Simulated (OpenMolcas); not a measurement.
**OpenMolcas run: Nb2+**

Input:

```
&GATEWAY
Coord
1

Nb 0.0 0.0 0.0
Basis=ANO-RCC-VTZP
Group=XYZ
NoMove
AngMom=0.0 0.0 0.0
AMFI
&SEWARD
Relativistic=R04O02
&RASSCF
FileOrb=start.orb
Symmetry=1
Spin=4
nActEl=3 0 0
Inactive=9 9
Ras2=5 0
CIRoot=10 10 1
SDav=10
CIMx=300
Iter=120 100
PrWF=0.3
OrbListing=Nothing
MaxOrb=0
Atom
>>> COPY $Project.JobIph JOB001
&RASSCF
FileOrb=start.orb
Symmetry=1
Spin=2
nActEl=3 0 0
Inactive=9 9
Ras2=5 0
CIRoot=35 35 1
SDav=40
CIMx=300
Iter=120 100
PrWF=0.3
OrbListing=Nothing
MaxOrb=0
Atom
>>> COPY $Project.JobIph JOB002
&RASSI
NrOfJobIphs=2 10 35
1 2 3 4 5 6 7 8 9 10
1 2 3 4 5 6 7 8 9 10 11 12 13 14 15 16 17 18 19 20 21 22 23 24 25 26 27
28 29 30 31 32 33 34 35
IphNames
JOB001
JOB002
EJob
SpinOrbit
DIPRint=1.0
SOCoupling=1000.0
Subsets=2
MEES
Property=10
'ANGMOM' 1 'ANGMOM' 2 'ANGMOM' 3 'MLTPL  1' 1 'MLTPL  1' 2 'MLTPL  1' 3
'AMFI' 1 'AMFI' 2 'AMFI' 3 'MLTPL  2' 6
SOProperty=3
'ANGMOM' 1 'ANGMOM' 2 'ANGMOM' 3
```

Launched by
```bash
OMP_NUM_THREADS=1 MOLCAS_MEM=2252 MOLCAS_PROJECT=a pymolcas a.inp > a.log  # once for each step of the input, in one work folder
```

A driver script runs the steps one by one and writes start.orb anew before each from the orbitals found so far.

Output, cut to the results:

```
--- SEWARD ---
Basis set label: NB.ANO-RCC...7S6P4D2F1G.

      Electronic valence basis set:
      ------------------
      Associated Effective Charge  41.000000 au
      Associated Actual Charge     41.000000 au
      Nuclear Model: Point charge

      Shell  nPrim  nBasis  Cartesian Spherical Contaminant
         s      21       7        X
         p      18       6        X
         d      13       4                 X
         f       6       2                 X
         g       4       1                 X
Relativistic=R04O02
                  Relativistic Douglas-Kroll-Hess integrals:
                    - DKH order of Hamiltonian: 4
                    - DKH order of Properties : 2
--- RASSCF ---
Wave function specifications:
      -----------------------------

      Number of closed shell electrons          36
      Number of electrons in active shells       3
      Max number of holes in RAS1 space          0
      Max nr of electrons in RAS3 space          0
      Number of inactive orbitals               18
      Number of active orbitals                  5
      Number of secondary orbitals              45
      Spin quantum number                      1.5
      State symmetry                             1
Orbital specifications:
      -----------------------

      Symmetry species                           1   2
                                                ag  au
      Frozen orbitals                            0   0
      Inactive orbitals                          9   9
      Active orbitals                            5   0
      RAS1 orbitals                              0   0
      RAS2 orbitals                              5   0
      RAS3 orbitals                              0   0
      Secondary orbitals                        22  23
      Deleted orbitals                           0   0
      Number of basis functions                 36  32
      Number of CSFs                            10
      Number of root(s) required                10
      Iter CI   SX   CI       RASSCF       Energy    max ROT     max BLB   max BLB  Level Ln srch  Step   QN
          iter iter root      energy       change     param      element    value   shift minimum  type update
 Nr of preliminary CI iterations:   1
      Total energies have been shifted. Add                -3000.00 au
        1   1    4    0  -816.55474796    0.00E+00  -4.39E-07    7  13 2 -2.26E-07   0.00   0.00    SX    NO
        2   1    3    0  -816.55474796   -8.19E-12   2.40E-07   10  18 1 -5.62E-08   0.00   0.00    SX    NO
        3   1    2    0  -816.55474796   -5.00E-12   1.08E-07    7  13 2 -4.83E-08   0.00   0.00    SX    NO
        4   1    2    0  -816.55474796    6.82E-12   4.20E-08    7  13 2  7.04E-08   0.00   0.00    SX    NO
      Convergence after  4 iterations
        5   1    2    0  -816.55474796   -9.09E-13   4.20E-08    7  13 2 -2.62E-08   0.00   0.00    SX    NO
      Natural orbitals and occupation numbers for root  1
      sym 1:   0.933628   0.933628   0.066372   1.000000   0.066372
      Natural orbitals and occupation numbers for root  2
      sym 1:   0.775383   0.224617   0.224617   0.775383   1.000000
      Natural orbitals and occupation numbers for root  3
      sym 1:   1.000000   0.267183   0.732817   0.267183   0.732817
::    RASSCF root number  1 Total energy:  -3816.56926385
::    RASSCF root number  2 Total energy:  -3816.56926385
::    RASSCF root number  3 Total energy:  -3816.56926385
::    RASSCF root number  4 Total energy:  -3816.56926385
::    RASSCF root number  5 Total energy:  -3816.56926385
::    RASSCF root number  6 Total energy:  -3816.56926385
::    RASSCF root number  7 Total energy:  -3816.56926385
::    RASSCF root number  8 Total energy:  -3816.52087756
::    RASSCF root number  9 Total energy:  -3816.52087756
::    RASSCF root number 10 Total energy:  -3816.52087756
--- RASSCF ---
Wave function specifications:
      -----------------------------

      Number of closed shell electrons          36
      Number of electrons in active shells       3
      Max number of holes in RAS1 space          0
      Max nr of electrons in RAS3 space          0
      Number of inactive orbitals               18
      Number of active orbitals                  5
      Number of secondary orbitals              45
      Spin quantum number                      0.5
      State symmetry                             1
Orbital specifications:
      -----------------------

...
--- RASSI ---
SPIN-FREE ENERGIES:
  (Shifted by EMIN (a.u.) =      -3816.5692638483)

 SF State       Relative EMIN(au)   Rel lowest level(eV)    D:o, cm**(-1)      L_eff

     1             0.0000000000        0.0000000000              0.0000         3.0
     2             0.0000000000        0.0000000000              0.0000         3.0
     3             0.0000000000        0.0000000000              0.0000         3.0
     4             0.0000000000        0.0000000000              0.0000         3.0
     5             0.0000000000        0.0000000000              0.0000         3.0
     6             0.0000000000        0.0000000000              0.0000         3.0
     7             0.0000000000        0.0000000000              0.0000         3.0
     8             0.0483862863        1.3166579259          10619.5624         1.0
     9             0.0483862863        1.3166579259          10619.5624         1.0
    10             0.0483862863        1.3166579259          10619.5624         1.0
    11             0.0511496042        1.3918516356          11226.0405         4.0
    12             0.0511496042        1.3918516356          11226.0405         4.0
    13             0.0511496042        1.3918516356          11226.0405         4.0
    14             0.0511496042        1.3918516356          11226.0405         4.0
    15             0.0511496042        1.3918516356          11226.0405         4.0
    16             0.0511496042        1.3918516356          11226.0405         4.0
    17             0.0511496042        1.3918516356          11226.0405         4.0
    18             0.0511496042        1.3918516356          11226.0405         4.0
    19             0.0511496042        1.3918516356          11226.0405         4.0
    20             0.0671128444        1.8262335297          14729.5668         4.8
    21             0.0671128444        1.8262335297          14729.5668         4.7
...
```

Levels above the lowest, from the spin-orbit matrix, grouped by J:

| Configuration | Term | J | E (eV) | Measured (eV) | Term weight % | Second |
| --- | --- | --- | --- | --- | --- | --- |
| 4d3 | 4F | 3/2 | 0.0000 | 0.0000 | 100 |  |
| 4d3 | 4F | 5/2 | 0.0622 | 0.0640 | 100 |  |
| 4d3 | 4F | 7/2 | 0.1439 | 0.1459 | 100 |  |
| 4d3 | 4F | 9/2 | 0.2409 | 0.2404 | 99 |  |
| 4d3 | 4P | 1/2 | 1.3928 | 1.0742 | 98 | 2 2P |
| 4d3 | 4P | 3/2 | 1.4060 | 1.0672 | 94 | 6 2P |
| 4d3 | 2G | 7/2 | 1.4879 | 1.1451 | 100 |  |
| 4d3 | 4P | 5/2 | 1.4944 | 1.1895 | 100 |  |
| 4d3 | 2G | 9/2 | 1.5560 | 1.2156 | 92 | 8 2H |
| 4d3 | 2P | 3/2 | 1.9264 |  | 58 | 36 2D |
| 4d3 | 2P | 1/2 | 1.9414 |  | 98 | 2 4P |
| 4d3 | 2H | 9/2 | 1.9642 | 1.6014 | 92 | 8 2G |
| 4d3 | 2H | 11/2 | 2.0067 | 1.6445 | 100 |  |
| 4d3 | 2D | 5/2 | 2.1901 | 1.6234 | 99 |  |
| 4d3 | 2D | 3/2 | 2.1967 |  | 63 | 36 2P |
| 4d3 | 2F | 7/2 | 3.2621 | 2.4625 | 100 |  |
| 4d3 | 2F | 5/2 | 3.2997 | 2.4766 | 100 |  |

Against the 13 measured excited levels shown (the list in Shadmi, J. Res. Natl. Bur. Stand. 70A, 435 (1966)) the mean absolute deviation is 2800 cm-1; the largest miss in energy is 4d3 2F 5/2: computed 3.2997, measured 2.4766 eV (+33.2 %).

Levels of configurations with an s electron are missing; early in the row they begin among the upper levels of the d shell and mix with terms of their name. Without dynamic correlation excited terms often stand tens of per cent too high (terms of higher spin than the ground term too low), and those without a measured partner can miss by more than the paired ones. Measured partners are found by configuration, term and J. A level has none where our copy of the source lacks it or the pairing is in doubt (some pairs that miss far off the trend of their configuration count as doubtful), and it then counts in no deviation. Only configurations of the active space appear. The first state left out of the spin-orbit step lies near 40000 cm-1 above the lowest spin-free state of the reference (among the parities and spins computed), and the list stops at four fifths of that energy or lower.

The RASSCF and RASSI steps took 18 s on 1 thread of Arm Neoverse V1, on a shared host; the integral step is not counted.

The term weight is that of the spin-free term in the level, not the purity of its configuration.
